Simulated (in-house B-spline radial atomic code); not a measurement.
How numerical settings move a run on Mg⁺, [Ne] 3s1. Computed with an all-electron radial atomic-structure program (B-spline basis): non-relativistic Hartree-Fock, average of configuration, point nucleus.

Command:
```bash
python run_scf.py task.json out
```
Settings of the sound reference run:
```
Z                12
electrons        11
configuration    [Ne] 3s1
hamiltonian      nr
method           hf
spin_polarised   False
knot_spacing     0.22
spline_order     8
gauss_points     12
box_radius       35.29
max_iterations   70
damping          0.5
damped_steps     3
diis_vectors     10
tolerance        1e-08
start            Thomas-Fermi
```

Run time, properties included: 0.17 s on 1 thread of Arm Neoverse N1, on a shared host.

It converges in 9 iterations to -199.371810 hartree, with 3s at -14.7333 eV. The other runs change the listed settings, some to values that make no sense; their results aren't properties of the atom or ion. Radii are in bohr (the nuclear one in fm), a minus after a letter asks for a j subshell, and «unchanged» means within 1e-8 hartree. The run stops when the residual is below 10 × tolerance × max(1, Z/10), or a noise floor if that is larger, and the energy moves by less than 1e-8 × √|E| hartree; so very loose and very tight tolerances often act alike.

| changed settings | outcome |
| --- | --- |
| spline_order = 4, box_radius = 7.06, max_iterations = 100, damped_steps = 0, start = bare nucleus | converged in 9 iterations, energy +2.25e-03 hartree from the reference, 3s level +5.9e-02 eV (the program warns: 3s reaches the box edge) |
| electrons = 19, configuration = [Ne] 3s1 5s2 5p6, max_iterations = 75 | not converged after 75 iterations, last residual 1.3e-02 |
| knot_spacing = 0.75, gauss_points = 4, max_iterations = 100, damping = 0, tolerance = 1e-06 | converged in 7 iterations, energy +7.58e-02 hartree from the reference, 3s level +1.0e-03 eV |
| tolerance = 1e-13 | converged in 10 iterations, energy unchanged |
| diis_vectors = 20 | converged in 9 iterations, energy unchanged |
| electrons = 13, configuration = [Ne] 3s3, max_iterations = 100 | stopped with error: shell 3s holds at most 2 electrons |
| spline_order = 10, max_iterations = 60, tolerance = 1e-06 | converged in 8 iterations, energy unchanged |
| hamiltonian = dirac, spin_polarised = True, nucleus = fermi, rms_radius = 3.057, mass_number = 24, atomic_mass = 23.98504, speed_of_light = 137.036 | stopped with error: spin polarisation is not served with the Dirac Hamiltonian |
| diis_vectors = 0 | converged in 22 iterations, energy unchanged, 3s level -4.1e-07 eV |
| diis_vectors = 1 | converged in 15 iterations, energy unchanged |

(1) What happens with spline_order = 3?

(2) What happens with spline_order = 5?

(3) What happens with spline_order = 6?

(4) What happens with gauss_points = 5, max_iterations = 12, tolerance = 1e-05, start = bare nucleus?

## Answers

(1) Converged in 9 iterations, energy +3.19e-03 hartree from the reference, 3s level +1.3e-03 eV.

(2) Converged in 9 iterations, energy +1.00e-06 hartree from the reference, 3s level +6.5e-07 eV.

(3) Converged in 9 iterations, energy +4.00e-08 hartree from the reference.

(4) Converged in 8 iterations, energy unchanged, 3s level -4.8e-06 eV.
